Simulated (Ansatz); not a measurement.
Born–Oppenheimer molecular dynamics of a periodic cell of 19 atoms, KY₁₈ (surface Y(0001), adsorbate K). It goes on from the last frame of an earlier run, with new velocities.

All numbers below come from DFT PBE-D3(BJ), scalar-relativistic, plane waves, PAW (Ansatz 0.2.0). Settings: accuracy low, cutoff 420 eV, k mesh 2x2x1, fermi-dirac smearing 0.05 eV, no spin polarisation.

* ensemble: NVT, Nosé–Hoover chain
* time step: 2 fs
* steps asked: 200
* set temperature: 1800 K
* thermostat: time constant 3 fs, chain length 1
* atoms held: 1 to 6
* seed: 642074

Frames 2 fs apart, positions in Å, forces in eV/Å.

Velocities at 340 fs (Å/ps):

```
Y 0.00 0.00 0.00
Y 0.00 0.00 0.00
Y 0.00 0.00 0.00
Y 0.00 0.00 0.00
Y 0.00 0.00 0.00
Y 0.00 0.00 0.00
Y -4.97 9.07 0.04
Y -3.08 -3.03 -3.34
Y -3.19 -3.06 3.59
Y -6.11 -5.92 0.32
Y -0.02 -3.51 0.72
Y -5.48 0.08 -2.97
Y 0.64 0.70 2.27
Y -2.22 -0.03 -4.91
Y -5.46 -9.41 -4.57
Y 2.67 5.92 -2.38
Y 7.03 -4.11 -3.94
Y -3.13 2.52 2.18
K -2.18 -3.69 -7.67
```

```xyz
19
Lattice="7.3000 0.0000 0.0000 5.4750 9.4830 0.0000 0.0000 0.0000 18.7341" Properties=species:S:1:pos:R:3:forces:R:3 time_fs=340 energy_less_start_eV=-2.460 T=1789
Y 0.000 0.000 1.000 0.22 -0.08 0.21
Y 3.650 0.000 1.000 0.39 0.21 -0.25
Y 1.825 3.161 1.000 -0.11 0.11 0.50
Y 5.475 3.161 1.000 -0.07 -0.06 0.03
Y 3.650 6.322 1.000 0.10 -0.13 0.31
Y 7.300 6.322 1.000 0.13 0.17 -0.17
Y 0.047 1.637 4.014 0.42 1.01 -0.72
Y 3.708 2.212 3.783 0.62 -0.34 0.32
Y 2.741 5.359 4.180 -0.35 -0.23 -0.56
Y 6.449 4.850 3.845 -0.39 0.41 0.42
Y 4.451 8.249 4.110 -0.31 -0.76 -0.20
Y 8.125 8.338 3.715 -0.81 0.08 0.46
Y 0.615 0.256 6.659 0.70 -0.76 0.45
Y 4.190 0.191 6.779 0.49 -0.32 -0.38
Y 2.826 3.229 7.086 -0.80 0.30 -0.19
Y 6.342 3.169 7.001 -0.21 0.35 -0.15
Y 4.532 6.152 6.871 0.04 0.30 0.04
Y 8.053 6.574 6.488 -0.05 -0.25 0.10
K 2.724 -2.587 11.168 -0.01 0.01 -0.24
19
Lattice="7.3000 0.0000 0.0000 5.4750 9.4830 0.0000 0.0000 0.0000 18.7341" Properties=species:S:1:pos:R:3:forces:R:3 time_fs=342 energy_less_start_eV=-2.492 T=1764
Y 0.000 0.000 1.000 0.23 -0.08 0.23
Y 3.650 0.000 1.000 0.39 0.20 -0.26
Y 1.825 3.161 1.000 -0.11 0.11 0.49
Y 5.475 3.161 1.000 -0.08 -0.06 0.03
Y 3.650 6.322 1.000 0.11 -0.13 0.32
Y 7.300 6.322 1.000 0.13 0.15 -0.16
Y 0.037 1.655 4.013 0.43 0.89 -0.71
Y 3.702 2.206 3.776 0.62 -0.32 0.31
Y 2.735 5.353 4.187 -0.37 -0.22 -0.58
Y 6.437 4.838 3.846 -0.38 0.48 0.41
Y 4.451 8.242 4.112 -0.31 -0.71 -0.21
Y 8.114 8.339 3.709 -0.81 0.08 0.49
Y 0.616 0.257 6.663 0.68 -0.75 0.41
Y 4.186 0.191 6.770 0.52 -0.34 -0.38
Y 2.815 3.211 7.077 -0.77 0.34 -0.18
Y 6.347 3.180 6.997 -0.22 0.32 -0.11
Y 4.546 6.144 6.863 -0.01 0.29 0.05
Y 8.047 6.580 6.492 -0.04 -0.26 0.05
K 2.719 -2.594 11.153 -0.01 0.01 -0.21
19
Lattice="7.3000 0.0000 0.0000 5.4750 9.4830 0.0000 0.0000 0.0000 18.7341" Properties=species:S:1:pos:R:3:forces:R:3 time_fs=344 energy_less_start_eV=-2.519 T=1766
Y 0.000 0.000 1.000 0.24 -0.07 0.25
Y 3.650 0.000 1.000 0.39 0.20 -0.27
Y 1.825 3.161 1.000 -0.11 0.11 0.49
Y 5.475 3.161 1.000 -0.08 -0.07 0.02
Y 3.650 6.322 1.000 0.11 -0.13 0.33
Y 7.300 6.322 1.000 0.12 0.14 -0.15
Y 0.027 1.673 4.013 0.44 0.76 -0.70
Y 3.696 2.200 3.770 0.62 -0.30 0.30
Y 2.728 5.347 4.194 -0.38 -0.21 -0.59
Y 6.425 4.827 3.847 -0.37 0.56 0.40
Y 4.451 8.234 4.113 -0.31 -0.66 -0.22
Y 8.103 8.339 3.704 -0.80 0.08 0.52
Y 0.618 0.258 6.668 0.65 -0.75 0.38
Y 4.181 0.190 6.760 0.55 -0.35 -0.38
Y 2.804 3.193 7.068 -0.73 0.38 -0.17
Y 6.352 3.192 6.992 -0.22 0.29 -0.08
Y 4.560 6.136 6.856 -0.07 0.28 0.05
Y 8.041 6.584 6.497 -0.03 -0.27 0.00
K 2.715 -2.601 11.138 -0.02 0.01 -0.18
19
Lattice="7.3000 0.0000 0.0000 5.4750 9.4830 0.0000 0.0000 0.0000 18.7341" Properties=species:S:1:pos:R:3:forces:R:3 time_fs=346 energy_less_start_eV=-2.541 T=1793
Y 0.000 0.000 1.000 0.25 -0.07 0.27
Y 3.650 0.000 1.000 0.40 0.19 -0.27
Y 1.825 3.161 1.000 -0.12 0.11 0.48
Y 5.475 3.161 1.000 -0.08 -0.07 0.01
Y 3.650 6.322 1.000 0.11 -0.13 0.33
Y 7.300 6.322 1.000 0.12 0.13 -0.14
Y 0.018 1.692 4.013 0.45 0.62 -0.68
Y 3.691 2.193 3.764 0.61 -0.29 0.29
Y 2.721 5.341 4.200 -0.40 -0.20 -0.61
Y 6.412 4.816 3.848 -0.37 0.64 0.39
Y 4.451 8.227 4.114 -0.31 -0.61 -0.23
Y 8.091 8.339 3.698 -0.79 0.07 0.55
Y 0.620 0.258 6.673 0.62 -0.74 0.34
Y 4.178 0.190 6.750 0.57 -0.36 -0.38
Y 2.792 3.174 7.059 -0.70 0.42 -0.16
Y 6.357 3.204 6.987 -0.22 0.26 -0.04
Y 4.574 6.128 6.848 -0.12 0.28 0.06
Y 8.035 6.589 6.501 -0.02 -0.28 -0.06
K 2.711 -2.609 11.122 -0.02 0.01 -0.15
19
Lattice="7.3000 0.0000 0.0000 5.4750 9.4830 0.0000 0.0000 0.0000 18.7341" Properties=species:S:1:pos:R:3:forces:R:3 time_fs=348 energy_less_start_eV=-2.559 T=1823
Y 0.000 0.000 1.000 0.25 -0.07 0.29
Y 3.650 0.000 1.000 0.40 0.18 -0.28
Y 1.825 3.161 1.000 -0.12 0.11 0.46
Y 5.475 3.161 1.000 -0.09 -0.07 0.00
Y 3.650 6.322 1.000 0.12 -0.13 0.34
Y 7.300 6.322 1.000 0.11 0.12 -0.13
Y 0.009 1.711 4.011 0.47 0.49 -0.67
Y 3.686 2.187 3.758 0.61 -0.27 0.28
Y 2.715 5.334 4.207 -0.42 -0.19 -0.62
Y 6.399 4.805 3.849 -0.36 0.73 0.37
Y 4.450 8.219 4.115 -0.31 -0.55 -0.24
Y 8.079 8.339 3.693 -0.77 0.07 0.57
Y 0.622 0.259 6.678 0.59 -0.73 0.30
Y 4.174 0.189 6.739 0.60 -0.37 -0.38
Y 2.781 3.156 7.049 -0.66 0.46 -0.14
Y 6.362 3.216 6.982 -0.22 0.23 0.00
Y 4.588 6.121 6.840 -0.17 0.28 0.07
Y 8.029 6.593 6.505 -0.01 -0.29 -0.11
K 2.706 -2.616 11.106 -0.02 0.01 -0.11
19
Lattice="7.3000 0.0000 0.0000 5.4750 9.4830 0.0000 0.0000 0.0000 18.7341" Properties=species:S:1:pos:R:3:forces:R:3 time_fs=350 energy_less_start_eV=-2.570 T=1831
Y 0.000 0.000 1.000 0.26 -0.07 0.31
Y 3.650 0.000 1.000 0.40 0.17 -0.28
Y 1.825 3.161 1.000 -0.12 0.11 0.45
Y 5.475 3.161 1.000 -0.09 -0.07 0.00
Y 3.650 6.322 1.000 0.12 -0.13 0.34
Y 7.300 6.322 1.000 0.11 0.11 -0.12
Y 0.000 1.731 4.010 0.48 0.35 -0.65
Y 3.681 2.180 3.752 0.60 -0.25 0.27
Y 2.708 5.328 4.213 -0.44 -0.19 -0.64
Y 6.386 4.794 3.851 -0.36 0.81 0.35
Y 4.449 8.210 4.116 -0.31 -0.50 -0.25
Y 8.067 8.340 3.688 -0.76 0.07 0.60
Y 0.624 0.259 6.683 0.56 -0.72 0.26
Y 4.171 0.189 6.729 0.62 -0.39 -0.37
Y 2.768 3.138 7.040 -0.63 0.49 -0.13
Y 6.367 3.229 6.977 -0.22 0.20 0.04
Y 4.601 6.113 6.832 -0.23 0.29 0.08
Y 8.022 6.598 6.510 0.01 -0.29 -0.16
K 2.702 -2.623 11.090 -0.02 0.01 -0.08
19
Lattice="7.3000 0.0000 0.0000 5.4750 9.4830 0.0000 0.0000 0.0000 18.7341" Properties=species:S:1:pos:R:3:forces:R:3 time_fs=352 energy_less_start_eV=-2.576 T=1810
Y 0.000 0.000 1.000 0.27 -0.07 0.33
Y 3.650 0.000 1.000 0.40 0.16 -0.29
Y 1.825 3.161 1.000 -0.13 0.12 0.44
Y 5.475 3.161 1.000 -0.09 -0.08 -0.01
Y 3.650 6.322 1.000 0.13 -0.13 0.35
Y 7.300 6.322 1.000 0.10 0.09 -0.11
Y -0.009 1.750 4.009 0.50 0.20 -0.63
Y 3.676 2.174 3.746 0.59 -0.23 0.27
Y 2.700 5.321 4.218 -0.45 -0.18 -0.65
Y 6.373 4.784 3.852 -0.35 0.90 0.33
Y 4.449 8.202 4.117 -0.31 -0.44 -0.26
Y 8.054 8.340 3.684 -0.74 0.07 0.62
Y 0.627 0.258 6.689 0.53 -0.71 0.22
Y 4.168 0.188 6.718 0.65 -0.40 -0.37
Y 2.756 3.121 7.030 -0.59 0.53 -0.12
Y 6.372 3.241 6.973 -0.21 0.16 0.07
Y 4.615 6.106 6.825 -0.29 0.29 0.08
Y 8.016 6.602 6.514 0.02 -0.30 -0.21
K 2.697 -2.631 11.074 -0.02 0.01 -0.05
19
Lattice="7.3000 0.0000 0.0000 5.4750 9.4830 0.0000 0.0000 0.0000 18.7341" Properties=species:S:1:pos:R:3:forces:R:3 time_fs=354 energy_less_start_eV=-2.577 T=1778
Y 0.000 0.000 1.000 0.27 -0.07 0.34
Y 3.650 0.000 1.000 0.40 0.14 -0.29
Y 1.825 3.161 1.000 -0.13 0.12 0.43
Y 5.475 3.161 1.000 -0.09 -0.08 -0.01
Y 3.650 6.322 1.000 0.13 -0.13 0.35
Y 7.300 6.322 1.000 0.10 0.08 -0.10
Y -0.017 1.770 4.007 0.51 0.06 -0.61
Y 3.672 2.167 3.740 0.59 -0.21 0.26
Y 2.693 5.315 4.224 -0.47 -0.17 -0.66
Y 6.360 4.774 3.854 -0.35 0.98 0.30
Y 4.448 8.193 4.118 -0.31 -0.39 -0.27
Y 8.041 8.340 3.679 -0.72 0.07 0.64
Y 0.630 0.258 6.694 0.49 -0.69 0.18
Y 4.165 0.187 6.708 0.67 -0.41 -0.37
Y 2.743 3.103 7.021 -0.54 0.56 -0.11
Y 6.376 3.253 6.968 -0.21 0.12 0.11
Y 4.628 6.098 6.817 -0.34 0.30 0.09
Y 8.010 6.606 6.518 0.03 -0.31 -0.25
K 2.693 -2.638 11.058 -0.02 0.02 -0.02
19
Lattice="7.3000 0.0000 0.0000 5.4750 9.4830 0.0000 0.0000 0.0000 18.7341" Properties=species:S:1:pos:R:3:forces:R:3 time_fs=356 energy_less_start_eV=-2.571 T=1761
Y 0.000 0.000 1.000 0.27 -0.07 0.35
Y 3.650 0.000 1.000 0.40 0.13 -0.30
Y 1.825 3.161 1.000 -0.13 0.12 0.42
Y 5.475 3.161 1.000 -0.09 -0.08 -0.01
Y 3.650 6.322 1.000 0.13 -0.13 0.36
Y 7.300 6.322 1.000 0.10 0.07 -0.09
Y -0.026 1.789 4.005 0.53 -0.08 -0.59
Y 3.668 2.160 3.734 0.58 -0.19 0.25
Y 2.685 5.308 4.229 -0.48 -0.16 -0.67
Y 6.347 4.765 3.856 -0.35 1.07 0.28
Y 4.447 8.185 4.119 -0.31 -0.33 -0.28
Y 8.028 8.341 3.675 -0.70 0.07 0.66
Y 0.633 0.257 6.699 0.45 -0.68 0.14
Y 4.162 0.185 6.697 0.69 -0.42 -0.36
Y 2.730 3.087 7.011 -0.50 0.59 -0.10
Y 6.381 3.266 6.963 -0.20 0.07 0.14
Y 4.641 6.091 6.810 -0.40 0.31 0.10
Y 8.004 6.611 6.522 0.04 -0.31 -0.29
K 2.689 -2.645 11.042 -0.02 0.02 0.00
19
Lattice="7.3000 0.0000 0.0000 5.4750 9.4830 0.0000 0.0000 0.0000 18.7341" Properties=species:S:1:pos:R:3:forces:R:3 time_fs=358 energy_less_start_eV=-2.560 T=1773
Y 0.000 0.000 1.000 0.28 -0.07 0.37
Y 3.650 0.000 1.000 0.40 0.12 -0.30
Y 1.825 3.161 1.000 -0.14 0.12 0.41
Y 5.475 3.161 1.000 -0.09 -0.08 -0.02
Y 3.650 6.322 1.000 0.14 -0.13 0.36
Y 7.300 6.322 1.000 0.09 0.06 -0.08
Y -0.034 1.808 4.002 0.55 -0.22 -0.56
Y 3.664 2.153 3.729 0.57 -0.17 0.24
Y 2.678 5.301 4.233 -0.50 -0.16 -0.68
Y 6.334 4.756 3.858 -0.36 1.16 0.25
Y 4.446 8.176 4.119 -0.31 -0.27 -0.29
Y 8.014 8.341 3.672 -0.68 0.06 0.68
Y 0.637 0.255 6.705 0.41 -0.67 0.10
Y 4.160 0.184 6.686 0.71 -0.43 -0.36
Y 2.717 3.070 7.002 -0.46 0.62 -0.09
Y 6.385 3.278 6.958 -0.20 0.03 0.18
Y 4.655 6.085 6.802 -0.46 0.32 0.10
Y 7.998 6.614 6.526 0.06 -0.32 -0.33
K 2.684 -2.652 11.027 -0.02 0.02 0.02
19
Lattice="7.3000 0.0000 0.0000 5.4750 9.4830 0.0000 0.0000 0.0000 18.7341" Properties=species:S:1:pos:R:3:forces:R:3 time_fs=360 energy_less_start_eV=-2.544 T=1804
Y 0.000 0.000 1.000 0.28 -0.07 0.38
Y 3.650 0.000 1.000 0.40 0.11 -0.30
Y 1.825 3.161 1.000 -0.14 0.13 0.40
Y 5.475 3.161 1.000 -0.09 -0.07 -0.02
Y 3.650 6.322 1.000 0.14 -0.13 0.36
Y 7.300 6.322 1.000 0.09 0.05 -0.07
Y -0.041 1.828 4.000 0.57 -0.36 -0.54
Y 3.660 2.146 3.724 0.56 -0.15 0.24
Y 2.670 5.295 4.238 -0.51 -0.15 -0.69
Y 6.321 4.747 3.860 -0.36 1.24 0.22
Y 4.444 8.167 4.120 -0.32 -0.22 -0.30
Y 8.001 8.342 3.668 -0.65 0.06 0.69
Y 0.640 0.254 6.710 0.37 -0.66 0.06
Y 4.159 0.182 6.675 0.73 -0.44 -0.35
Y 2.704 3.053 6.992 -0.41 0.65 -0.09
Y 6.390 3.291 6.954 -0.19 -0.02 0.21
Y 4.668 6.078 6.795 -0.52 0.34 0.11
Y 7.991 6.618 6.530 0.07 -0.32 -0.36
K 2.680 -2.659 11.011 -0.02 0.02 0.03
19
Lattice="7.3000 0.0000 0.0000 5.4750 9.4830 0.0000 0.0000 0.0000 18.7341" Properties=species:S:1:pos:R:3:forces:R:3 time_fs=362 energy_less_start_eV=-2.523 T=1830
Y 0.000 0.000 1.000 0.28 -0.07 0.39
Y 3.650 0.000 1.000 0.40 0.09 -0.30
Y 1.825 3.161 1.000 -0.14 0.13 0.40
Y 5.475 3.161 1.000 -0.09 -0.07 -0.02
Y 3.650 6.322 1.000 0.14 -0.13 0.37
Y 7.300 6.322 1.000 0.08 0.04 -0.06
Y -0.049 1.847 3.997 0.60 -0.50 -0.52
Y 3.657 2.139 3.718 0.55 -0.13 0.24
Y 2.661 5.287 4.242 -0.52 -0.14 -0.70
Y 6.307 4.740 3.862 -0.36 1.33 0.19
Y 4.443 8.158 4.120 -0.32 -0.17 -0.30
Y 7.986 8.342 3.665 -0.63 0.06 0.70
Y 0.644 0.252 6.716 0.33 -0.65 0.02
Y 4.157 0.180 6.663 0.74 -0.45 -0.35
Y 2.690 3.037 6.983 -0.36 0.68 -0.08
Y 6.394 3.303 6.949 -0.18 -0.08 0.24
Y 4.680 6.071 6.787 -0.58 0.36 0.12
Y 7.985 6.622 6.533 0.09 -0.33 -0.38
K 2.675 -2.666 10.994 -0.02 0.02 0.04
```

Of the whole run (400 fs, mean temperature of the second half 1800 K): The conserved energy stayed within 0.048 meV per atom of its start (net change -0.011 meV per atom), so the integration is sound. A run of 0.4 ps of so small a system gives no equilibrium averages. Limits of this set-up: coarse k mesh, thin slab, slab without dipole correction, low accuracy level.

Run time: 22 min on 4 threads of Intel(R) Xeon(R) Platinum 8259CL CPU @ 2.50GHz (Skylake/Cascade Lake), on a shared host, peak memory 3.6 GiB.
